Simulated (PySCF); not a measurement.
## How the method changes the constants of CuO

State: ²Π (doublet), unpaired electrons π ↑. Set-up: basis Cu def2-TZVPPD, O def2-TZVPPD; no relativity; PySCF 2.14. De refers to Cu (3d10 4s1) + O in their high-spin ground configurations, without counterpoise correction. The functionals are run spin-unrestricted. A positive dipole means Cu(−)O(+). Levels whose curve was spin-contaminated or gave no clean fit are not listed.

```json
{"Level": "UHF", "Re (Å)": "1.871", "ωe (cm⁻¹)": "546", "De (eV)": "n/a", "μ (D)": "-6.37", "CPU s a point (SCF and correlation, without the integrals)": "9.5"}
{"Level": "PBE", "Re (Å)": "1.719", "ωe (cm⁻¹)": "658", "De (eV)": "3.32", "μ (D)": "-4.25", "CPU s a point (SCF and correlation, without the integrals)": "2.3"}
{"Level": "BP86", "Re (Å)": "1.718", "ωe (cm⁻¹)": "661", "De (eV)": "3.30", "μ (D)": "-4.21", "CPU s a point (SCF and correlation, without the integrals)": "1.5"}
{"Level": "TPSS", "Re (Å)": "1.721", "ωe (cm⁻¹)": "657", "De (eV)": "3.11", "μ (D)": "-4.37", "CPU s a point (SCF and correlation, without the integrals)": "3.2"}
{"Level": "r²SCAN", "Re (Å)": "1.715", "ωe (cm⁻¹)": "659", "De (eV)": "3.11", "μ (D)": "-4.39", "CPU s a point (SCF and correlation, without the integrals)": "3"}
{"Level": "PBE0", "Re (Å)": "1.755", "ωe (cm⁻¹)": "598", "De (eV)": "2.65", "μ (D)": "-4.77", "CPU s a point (SCF and correlation, without the integrals)": "5.6"}
{"Level": "BHandHLYP", "Re (Å)": "1.800", "ωe (cm⁻¹)": "577", "De (eV)": "2.17", "μ (D)": "-5.31", "CPU s a point (SCF and correlation, without the integrals)": "4.1"}
{"Level": "M06-2X", "Re (Å)": "1.834", "ωe (cm⁻¹)": "564", "De (eV)": "2.47", "μ (D)": "-5.32", "CPU s a point (SCF and correlation, without the integrals)": "5.2"}
{"Level": "ωB97X-V", "Re (Å)": "1.762", "ωe (cm⁻¹)": "599", "De (eV)": "2.86", "μ (D)": "-5.12", "CPU s a point (SCF and correlation, without the integrals)": "16"}
{"Level": "B2PLYP", "Re (Å)": "1.753", "ωe (cm⁻¹)": "596", "De (eV)": "2.73", "μ (D)": "-5.20", "CPU s a point (SCF and correlation, without the integrals)": "5.7"}
```

Question: What does a quarter of exact exchange do here, going from PBE to PBE0?

Answer: PBE0 less PBE: +3.6 pm in Re, -9.1 % in ωe, -0.67 eV in De. Exact exchange removes part of the self-interaction that spreads semilocal densities, and in most molecules shortens and stiffens the bond and lowers De; here Re and ωe go the other way.

Question: What does the step from GGA to meta-GGA do here, going from PBE to r²SCAN?

Answer: r²SCAN less PBE: -0.4 pm in Re, +0.2 % in ωe, -0.21 eV in De. 

Correlated steps freeze 6 core orbitals. B2PLYP dipoles, levels and charges come from its SCF part alone. The state is the lowest single determinant that the PBE0 search found; with open d or f shells the true ground state can be another one.

The whole job (state search and all levels along the bond) took about 8.1 min on 2 threads of Intel Xeon Platinum 8259CL @ 2.50GHz (shared host), peak memory 4.6 GiB.
